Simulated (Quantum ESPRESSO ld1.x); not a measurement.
Task: All-electron atom: Al II in [Ne] 3s0.5 3p1.5 (fractional occupations, a model configuration). Method: non-relativistic Kohn-Sham, PBE, spin-unpolarised, spherical densities, point nucleus; computed with ld1.x of Quantum ESPRESSO 7.5. Some entries of the table are withheld. Estimate them.

| orbital | occ. | eigenvalue (eV) | <1/r> (bohr^-1) |
|---|---|---|---|
| 1s | 2 | (1) | 12.58 |
| 2s | 2 | -118.599 | 2.331 |
| 2p | 6 | (2) | 2.210 |
| 3s | 0.5 | -15.9404 | 0.5740 |
| 3p | 1.5 | -10.0729 | 0.4687 |

Result: 
(1) 1s eigenvalue (eV): -1518.78
(2) 2p eigenvalue (eV): -80.5565
